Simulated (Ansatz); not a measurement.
Al2O3, SMILES [O][Al][O][Al][O] (connectivity only; charge and spin as stated), neutral, multiplicity 1.

Geometry optimised at ωB97X-D3(BJ)/def2-SVP. Other conformers were not sampled.

Two levels are set side by side: PBE/def2-SVPD (Ansatz, a quantum-chemistry and plane-wave program) and PBE0/def2-SVPD (Ansatz). Energy differences of separate SCF runs at the same geometry; the states with an electron removed or added have multiplicity 2 and 2. Differences are taken from unrounded values.

```json
[
 {"quantity": "vertical ionisation energy (eV)", "PBE0": "9.86", "PBE": "9.54", "PBE minus PBE0": "-0.32"},
 {"quantity": "vertical electron affinity (eV)", "PBE0": "1.99", "PBE": "2.08", "PBE minus PBE0": "0.09"},
 {"quantity": "vertical singlet–triplet gap (eV)", "PBE0": "2.76", "PBE": "2.56", "PBE minus PBE0": "-0.20"}
]
```
